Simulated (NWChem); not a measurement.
System: GaI2F; SMILES [I][Ga]([I])[F]

The following NWChem deck was run.

```
start job
memory heap 200 mb stack 900 mb global 1100 mb
geometry units angstroms noautoz
  Ga     0.000000     0.000000     0.710024
  F      0.000000     0.000000     2.455028
  I     -2.184651     0.000000    -0.416535
  I      2.184651     0.000000    -0.416535
end
basis spherical
  Ga library def2-tzvpp
  F library def2-tzvpp
  I library def2-tzvpp
end
ecp
  I library def2-ecp
end
dft
  xc xpbe96 cpbe96
  iterations 150
  semidirect filesize 400000000
  mulliken
end
task dft energy
```

Parts of the log:

```
             Northwest Computational Chemistry Package (NWChem) 7.3.0
             --------------------------------------------------------

 C2V symmetry detected

                             Geometry "geometry" -> ""
                             -------------------------

 Output coordinates in angstroms (scale by  1.889725989 to convert to a.u.)

  No.       Tag          Charge          X              Y              Z
 ---- ---------------- ---------- -------------- -------------- --------------
    1 Ga                  31.0000     0.00000000     0.00000000     0.71034396
    2 F                    9.0000     0.00000000     0.00000000     2.45534796
    3 I                   53.0000    -2.18465100     0.00000000    -0.41621504
    4 I                   53.0000     2.18465100     0.00000000    -0.41621504

 Effective nuclear repulsion energy (a.u.)    1272.1601012128

      Symmetry information
      --------------------

 Group name             C2v
 Group number             16
 Group order               4
 No. of unique centers     3

 Summary of "ao basis" -> "ao basis" (spherical)
 ------------------------------------------------------------------------------
       Tag                 Description            Shells   Functions and Types
 ---------------- ------------------------------  ------  ---------------------
 Ga                        def2-tzvpp               16       48   6s5p4d1f
 F                         def2-tzvpp               11       31   5s3p2d1f
 I                         def2-tzvpp               16       50   6s5p3d2f

      Symmetry analysis of basis
      --------------------------

        a1         68
        a2         25
        b1         51
        b2         35

            General Information
            -------------------
          SCF calculation type: DFT
          Wavefunction type:  closed shell.
          No. of atoms     :     4
          No. of electrons :    90
           Alpha electrons :    45
            Beta electrons :    45
          Charge           :     0
          Spin multiplicity:     1
          Use of symmetry is: on ; symmetry adaption is: on
          Maximum number of iterations: 150
          AO basis - number of functions:   179
                     number of shells:    59
          Convergence on energy requested:  1.00D-06
          Convergence on density requested:  1.00D-05
          Convergence on gradient requested:  5.00D-04

              XC Information
              --------------
          PerdewBurkeErnzerhof Exchange Functional  1.000
            Perdew 1991 LDA Correlation Functional  1.000 local
           PerdewBurkeErnz. Correlation Functional  1.000 non-local

             Grid Information
             ----------------
          Grid used for XC integration:  medium
          Radial quadrature: Mura-Knowles
          Angular quadrature: Lebedev.
          Tag              B.-S. Rad. Rad. Pts. Rad. Cut. Ang. Pts.
          ---              ---------- --------- --------- ---------
          Ga                  1.30      112          10.0       590
          F                   0.50       49          11.0       434
          I                   1.40      123          13.0       590
          Grid pruning is: on
          Number of quadrature shells:   284
          Spatial weights used:  Erf1

      Superposition of Atomic Density Guess
      -------------------------------------

 Sum of atomic energies:       -2716.96642581

      Non-variational initial energy
      ------------------------------

 Total energy =   -2616.413694
 1-e energy   =   -4977.753767
 2-e energy   =    1801.345019
 HOMO         =      -0.349745
 LUMO         =      -0.060000

      Symmetry analysis of molecular orbitals - initial
      -------------------------------------------------

  Numbering of irreducible representations:

     1 a1          2 a2          3 b1          4 b2

  Orbital symmetries:

     1 a1          2 a1          3 b1          4 a1          5 b2
     6 a1          7 a1          8 b1          9 a1         10 a1
    11 b1         12 a1         13 b2         14 a2         15 b1
    16 a1         17 b1         18 b2         19 a1         20 b1
    21 a1         22 b2         23 a2         24 b1         25 a1
    26 b2         27 b1         28 a2         29 a1         30 b1
    31 a1         32 b2         33 a2         34 a1         35 a1
    36 b1         37 a1         38 b1         39 b2         40 a1
    41 b1         42 b2         43 a1         44 a2         45 b1
    46 a1         47 b2         48 a1         49 b1         50 a1
    51 a1         52 b1         53 a1         54 b2         55 b1

------------------------------------------------------------
EAF file 0: "./job.aoints.0" size=99090432 bytes
------------------------------------------------------------
               write      read    awrite     aread      wait
               -----      ----    ------     -----      ----
     calls:      189         0         0         0         0
   data(b): 9.91e+07  0.00e+00  0.00e+00  0.00e+00
   time(s): 0.00e+00  0.00e+00  0.00e+00  0.00e+00  0.00e+00
rate(mb/s): 0.00e+00  0.00e+00
------------------------------------------------------------

     ---------------------------------------------
      Total Density - Mulliken Population Analysis
     ---------------------------------------------

    Atom       Charge   Shell Charges
 -----------   ------   -------------------------------------------------------
    1 Ga  31    29.71   2.00  2.00  1.17  0.80  0.62  0.28  5.98  4.43  1.56  0.51  0.15  8.88  1.14  0.04  0.09  0.05
    2 F    9     9.65   0.77  1.20  0.62  1.02  0.31  2.40  2.37  0.94  0.00  0.00  0.00
    3 I   25    25.32   0.19 -0.77  1.58  1.01  1.10  0.83 -0.49  6.45  1.36  2.94  1.11  9.23  0.76  0.03  0.00  0.00
    4 I   25    25.32   0.19 -0.77  1.58  1.01  1.10  0.83 -0.49  6.45  1.36  2.94  1.11  9.23  0.76  0.03  0.00  0.00

[...]
```

Level: PBE/def2-TZVPP with def2 effective core potentials on I. Coordinates come from a PBE0/def2-SVP optimisation. def2 effective core potentials on I; no spin-orbit coupling.
